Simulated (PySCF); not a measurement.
Ge(Me)2(OH)(NH2), SMILES [CH3][Ge]([CH3])([NH2])[OH] (C2H9GeNO), PBE0/def2-SVP optimised geometry.

```
14

C     -0.75     1.19     0.00
Ge    -0.18    -0.68     0.00
C     -1.02    -1.73    -1.40
N      1.66    -0.68     0.00
O     -0.68    -1.50     1.50
H     -0.22     1.75     0.78
H     -0.55     1.66    -0.97
H     -1.83     1.25     0.20
H     -0.82    -1.30    -2.39
H     -0.65    -2.76    -1.38
H     -2.11    -1.75    -1.24
H      2.11    -1.53    -0.31
H      2.10     0.12    -0.45
H     -0.06    -1.30     2.22
```

Density from PBE0/def2-TZVP run with PySCF at that geometry.

Minimum of the electron density along straight lines between bonded atoms, close to the bond critical point (lines longer than 1.1 times the sum of covalent radii, or with two minima, are not listed):

```csv
bond,length / Å,ρ at the minimum / e bohr⁻³,∇²ρ there / e bohr⁻⁵,position (fraction from the first atom)
C1–Ge2,1.946,0.131,0.10,0.53
Ge2–C3,1.942,0.132,0.10,0.47
Ge2–N4,1.836,0.140,…,0.47
Ge2–O5,1.787,0.141,…,0.47
C1–H6,1.100,0.268,-0.88,0.64
C1–H7,1.101,0.267,-0.87,0.64
C1–H8,1.100,0.268,-0.88,0.64
C3–H9,1.100,0.268,-0.88,0.64
C3–H10,1.100,0.268,-0.88,0.64
C3–H11,1.100,0.268,-0.88,0.64
N4–H12,1.016,0.331,-1.57,0.73
N4–H13,1.016,0.331,-1.57,0.73
O5–H14,0.963,…,-2.39,0.80
```

Q: What belongs in the gaps?

A: 
- Ge2–N4, ∇²ρ there / e bohr⁻⁵: 0.44
- Ge2–O5, ∇²ρ there / e bohr⁻⁵: 0.63
- O5–H14, ρ at the minimum / e bohr⁻³: 0.357
